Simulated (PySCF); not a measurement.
Atom-mapped SMILES (the numbers label the heavy atoms): `[CH3:1][S:2][Si:3]([CH3:4])([CH3:5])[CH3:6]`; H(Xn) means a hydrogen on atom n.

[PySCF 2.14: coordinates at the PBE0-D3(BJ)/def2-TZVP level; shieldings: GIAO B97-2/pcSseg-2; one conformer; isolated molecule; no relativistic terms; one averaged value for each set of equivalent atoms]

Referencing at the same level of theory: TMS for $^{13}$C (185.38 ppm), $^{1}$H (31.64 ppm), $^{29}$Si (348.46 ppm); $^{33}$S (517.10 ppm) vs CS2.

| atoms | nucleus | count | δ (ppm) |
| --- | --- | --- | --- |
| H(C4)/H(C5)/H(C6) | $^{1}$H | 9 | ? |
| C1 | $^{13}$C | 1 | 12.8 |
| S2 | $^{33}$S | 1 | -146 |
| H(C1) | $^{1}$H | 3 | 1.96 |
| Si3 | $^{29}$Si | 1 | 17.5 |
| C4/C5/C6 | $^{13}$C | 3 | ? |

Problem. Complete the table.

Solution. 
- C4/C5/C6: -0.2 ppm, methyl carbon bonded to Si; an electropositive neighbour leaves it electron-rich and shielded
- H(C4)/H(C5)/H(C6): 0.24 ppm, hydrogen on a methyl carbon bonded to Si; an electropositive neighbour shields it, as in TMS itself

Shifts are as computed. Against solution values, carbons near 30 ppm lie about +3 ppm off and those near 130 ppm about +7 ppm. Of 1211 compounds with measured shifts, 218 miss one by over three times the rms of a fit or turn the order of signals round; such compounds aren't used in these exercises.
